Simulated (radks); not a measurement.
Pd17+, 29 electrons, occupied as [Ar] 3d10 4s1.

All-electron calculation, Dirac Kohn-Sham, exchange-only PBE, spin-unpolarised, spherical densities, finite nucleus; Fermi nuclear charge, rms radius 4.5318 fm. Program: a radial shooting solver on a logarithmic mesh with Libxc functionals.

Energy parts (hartree):
| part | energy |
|---|---|
| total | -4933.91556 |
| kinetic | 5159.08681 |
| electron-nucleus | -11470.00551 |
| Hartree | 1505.24143 |
| exchange | -128.23829 |

Orbitals (lengths in bohr, moments of r in powers of bohr; r(max) is where P^2 peaks; r(90%) holds 90 % of the orbital's charge):
| orbital | occ. | eigenvalue (hartree) | r(90%) | <r^2> | r(max) |
|---|---|---|---|---|---|
| 1s1/2 | 2 | -904.0714 | 0.0571 | 0.001371 | 0.02065 |
| 2s1/2 | 2 | -145.6554 | 0.213 | 0.02245 | 0.1169 |
| 2p1/2 | 2 | -136.3469 | 0.192 | 0.01680 | 0.09043 |
| 2p3/2 | 4 | -130.4711 | 0.198 | 0.01812 | 0.09459 |
| 3s1/2 | 2 | -38.70973 | 0.551 | 0.1606 | 0.3400 |
| 3p1/2 | 2 | -35.03210 | 0.550 | 0.1554 | 0.3261 |
| 3p3/2 | 4 | -33.97868 | 0.565 | 0.1640 | 0.3357 |
| 3d3/2 | 4 | -27.50198 | 0.546 | 0.1425 | 0.2770 |
| 3d5/2 | 6 | -27.28781 | 0.551 | 0.1450 | 0.2797 |
| 4s1/2 | 1 | -16.36126 | 1.16 | 0.7452 | 0.7839 |

The highest occupied level is 4s1/2 at -445.21 eV. The density falls to 0.001 e/bohr^3 at r = 1.62 bohr. Summed over all electrons, <r^2> = 3.626 bohr^2, which gives a Langevin (diamagnetic) susceptibility term of -2.87 x 10^-6 cm^3/mol. The electron density at the nucleus is 1.328e+05 e/bohr^3.
